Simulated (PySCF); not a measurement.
Gas-phase reaction: GeHCl + 2 Cl2 → GeCl4 + HCl

Method: PySCF energies plus ideal-gas RRHO corrections (1 bar). † marks an energy on the PBE0/def2-TZVP geometry and frequencies; other levels use their own. 6-31G* has spherical d functions here. All species are closed-shell singlets. B3LYP is the form with VWN-RPA correlation. Ge: all electrons, no relativistic terms. GeHCl: computed as isolated molecules; such fragments, hydroxides, amides, oligomers or adducts are transient or little studied in the gas.

B3LYP/6-31G* gives ΔH°(298 K) = -605 kJ.

Problem. What do PBE0/def2-SVP†, LDA/def2-TZVP†, PBE/def2-TZVP† give?

Solution. PBE0/def2-SVP†: -681 kJ; LDA/def2-TZVP†: -646 kJ; PBE/def2-TZVP†: -599 kJ. For scale, ΔH°(298 K) is -605 kJ at this level, -642 kJ at ωB97M-V/def2-TZVP†, and runs from -740 to -445 kJ over the 20 levels computed († marks an energy on the PBE0/def2-TZVP geometry).
